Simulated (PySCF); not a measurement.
C2H2BF5Si.
SMILES with atom numbers: `[F:1][B:2]([F:3])[SiH2:4][C:5]([F:6])=[C:7]([F:8])[F:9]` (hydrogens: H10, H11 on Si4)

Torsions of this conformer, `[F:1][B:2]([F:3])[SiH2:4][C:5]([F:6])=[C:7]([F:8])[F:9]`: F1–B2–Si4–C5 -138°, B2–Si4–C5–F6 -150°.

The closed-shell ground state was solved at several levels (PySCF, density fitting, gas phase, non-relativistic). The structure is a single PBE0-D3(BJ)/def2-SVP conformer in the gas phase; no vibrational or solvent corrections.

| level | basis functions | total energy (Eh) | HOMO (eV) | LUMO (eV) | gap (eV) | dipole (D) |
| --- | --- | --- | --- | --- | --- | --- |
| CAM-B3LYP/def2-SVPD | 215 | -890.3709 | -9.19 | -0.33 | 8.86 | 1.15 |
| PBE0/pcSseg-1 | 170 | -890.2648 | -7.66 | -1.36 | 6.30 | 1.00 |

Q: What might KT3/pcSseg-2 (359 basis functions) give for the same quantities?

A: Total energy -901.1502 Eh, HOMO -6.41 eV, LUMO -2.33 eV, gap 4.08 eV, dipole 0.84 D.

Q: Over all these levels, which gives the widest orbital gap and which the narrowest?

A: CAM-B3LYP/def2-SVPD (range-separated hybrid) has the widest, 8.86 eV, and KT3/pcSseg-2 (GGA) the narrowest, 4.08 eV. Functional and basis both differ between the two, so the spread mixes both effects.

Q: How far do the dipole and the HOMO energy spread over the levels?

A: The dipole runs from 0.84 to 1.15 D (mean 1.00 D) and the HOMO from -9.19 to -6.41 eV.
